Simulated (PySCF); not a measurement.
C4H10N, SMILES [CH2]CN(C)C, multiplicity 2.

The structure is a stationary point at B3LYP-D3(BJ)/def2-SVP. The isomer is the one that the SMILES or the coordinates give; other isomers of the formula were not compared. The values are those of a single conformer.

Computed with TDA-ωB97X/def2-SVPD (PySCF).

Vertical excitations. The molecule is in vacuum.

**Question.** Estimate the UV-visible absorptions. (The exact figures need the calculation; the answer reports its results.)

**Answer.** 
```csv
state,energy (eV),λ (nm),f,main pairs
root 1,4.11,302,0.001,β HOMO→LUMO 97 %
root 2,6.14,202,0.012,"α HOMO→LUMO 42 %, α HOMO→LUMO+1 35 %, α HOMO−1→LUMO+1 9 %"
root 3,6.50,191,0.001,"α HOMO−1→LUMO 13 %, β HOMO−4→LUMO 31 %, β HOMO→LUMO+1 16 %, β HOMO−2→LUMO 11 %, β HOMO−6→LUMO 8 %"
root 4,6.53,190,0.002,"α HOMO−1→LUMO 9 %, β HOMO→LUMO+1 41 %, β HOMO−1→LUMO 11 %, β HOMO−4→LUMO 9 %, β HOMO−6→LUMO 7 %"
root 5,6.57,189,0.043,"α HOMO−1→LUMO 43 %, α HOMO→LUMO 12 %, β HOMO→LUMO+1 27 %"
root 6,6.76,184,0.003,"β HOMO−1→LUMO 45 %, β HOMO−4→LUMO 21 %, β HOMO−7→LUMO 8 %, β HOMO−5→LUMO 7 %"
root 7,7.03,176,0.009,"α HOMO→LUMO+3 23 %, α HOMO→LUMO+2 20 %, α HOMO→LUMO+1 17 %, α HOMO−1→LUMO 11 %"
root 8,7.59,163,0.001,β HOMO→LUMO+3 85 %
root 9,7.62,163,0.001,"α HOMO−1→LUMO+2 43 %, α HOMO→LUMO+2 31 %, α HOMO−1→LUMO+1 8 %"
root 10,7.68,161,0.002,"α HOMO−1→LUMO+1 9 %, α HOMO→LUMO+1 6 %, β HOMO→LUMO+2 50 %, β HOMO→LUMO+4 8 %"
```
Unrestricted roots are not spin-pure.
